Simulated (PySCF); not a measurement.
## WS₂²⁺: one-bond stretch

Computed with PBE0 in PySCF with W def2-TZVP with ECP60, S def2-TZVP; scalar-relativistic core potentials, no spin–orbit coupling; density-fitted integrals.

Rigid scan from the singlet minimum (W–S 2.064 Å (×2); S–W–S 104.0°). Coordinate: the bond from W to the last atom (S) scaled, the rest fixed. Energies in kJ/mol from the minimum.

Predict the curve at 0.92, 0.96, 1.00, 1.05, 1.12, 1.20, 1.35, 1.55, 1.80, 2.20.


| scale of one bond | E (kJ/mol) | dipole size (D, about the centre of mass) |
| --- | --- | --- |
| 0.92 | 60.5 | 0.60 |
| 0.96 | 13.3 | 0.52 |
| 1.00 | 0.0 | 0.49 |
| 1.05 | 15.7 | 0.46 |
| 1.12 | 72.7 | 0.40 |
| 1.20 | 159.3 | 0.25 |
| 1.35 | 318.8 | 0.38 |
| 1.55 | 468.9 | – |
| 1.80 | 562.1 | – |
| 2.20 | 615.8 | – |

At long bonds a restricted determinant can lie too high, and another spin state can fall below this curve.

No spin–orbit coupling is included, which matters more the heavier the element.

Other isomers or separated fragments may lie lower.

The scan took 18 s on 2 threads of a shared Arm Neoverse V1 host; the process peaked at 0.98 GiB. Launch command: `OMP_NUM_THREADS=2 python axn.py task.json out`.
